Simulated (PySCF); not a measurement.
Sn(I)(OH) (HIOSn), SMILES [OH][Sn][I] (connectivity only; charge and spin as stated), neutral, multiplicity 1. Coordinates come from a PBE-D3(BJ)/def2-SVP optimisation. The def2 effective core potentials stand for the cores of I, Sn; spin–orbit coupling is left out. Other conformers were not sampled.

Calculation: PBE-D3(BJ)/def2-SVP (PySCF).

Harmonic wavenumbers (cm⁻¹): 117, 182, 443, 574, 721, 3676. Rotational constants (GHz): 8.471, 0.9528, 0.8565; symmetry number 1.

### Question
Work out the zero-point energy and the ideal-gas rigid-rotor harmonic-oscillator thermochemistry at 298.15 K and 1 atm.

### Answer
ZPE = ½ Σ hcν = ½ × 5714 cm⁻¹ = 34.18 kJ/mol. H − E(el) = 48.93 kJ/mol. Entropy in J/(mol K): translation 178.22, rotation 118.12, vibration 29.52, total 325.86. G − E(el) = -48.23 kJ/mol. Cp = 62.76 J/(mol K). Modes under 150 cm⁻¹ make the vibrational entropy uncertain.
